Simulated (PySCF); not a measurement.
Choosing a molecule for a target property.

All species are isolated and taken at one optimised geometry, non-relativistic unless stated; the electronic structure was computed with PySCF and density fitting.

The conformers computed, where there is a choice (atom-mapped SMILES and torsion angles):
- `[NH2:1][CH2:2][SiH2:3][CH:4]=[O:5]`: N1–C2–Si3–C4 -60°, C2–Si3–C4–O5 -157°, H–N1–C2–Si3 170°, H–N1–C2–Si3 -70°
- `[CH2:1]=[C:2]1[CH2:3][CH2:4][C@H:5]1[B:6]([CH3:7])[CH3:8]`: C4–C5–B6–C7 -170°
- `[CH2:1]=[CH:2][C:3](=[CH2:4])[CH2:5][B:6]([CH3:7])[CH3:8]`: C1–C2–C3–C4 -179°, C2–C3–C5–B6 -71°, C3–C5–B6–C7 -25°

The conformers of `C=CBC1CCCC1` aren't listed.

Task: Wanted: HOMO energy below -8.4 eV (B3LYP/def2-SVPD) and static isotropic polarisability below 102 au (B3LYP/def2-SVPD), at PBE0-D3(BJ)/def2-SVP geometries. Which candidate meets both?
A. `C=C1CC[C@H]1B(C)C`
B. `C=CBC1CCCC1`
C. `NC[SiH2]C=O`
D. `CC[Si](Cl)(Cl)Cl`
E. `C=CC(=C)CB(C)C`

Result: D. Computed values:
```
          species  HOMO energy  static isotropic polarisability
 CC[Si](Cl)(Cl)Cl     -8.86 eV                          89.8 au
      C=CBC1CCCC1     -7.93 eV                         100.3 au
C=C1CC[C@H]1B(C)C     -6.70 eV                          97.6 au
      NC[SiH2]C=O     -6.54 eV                          66.3 au
   C=CC(=C)CB(C)C     -6.43 eV                         103.8 au
```

Task: Wanted: lowest singlet excitation between 5 eV and 5.2 eV (TDDFT B3LYP/def2-SVPD) and electronic spatial extent ⟨r²⟩ about the centre of nuclear charge above 900 bohr² (B3LYP/def2-SVPD), at PBE0-D3(BJ)/def2-SVP geometries. Which candidate meets both?
A. `C=CC(=C)CB(C)C`
B. `C=C1CC[C@H]1B(C)C`
C. `NC[SiH2]C=O`
D. `N#Cc1cccc(Cl)c1`

Result: A. Computed values:
```csv
species,lowest singlet excitation,electronic spatial extent ⟨r²⟩ about the centre of nuclear charge
NC[SiH2]C=O,3.14 eV,688 bohr²
N#Cc1cccc(Cl)c1,4.76 eV,1523 bohr²
C=CC(=C)CB(C)C,5.08 eV,1189 bohr²
C=C1CC[C@H]1B(C)C,5.35 eV,1059 bohr²
```
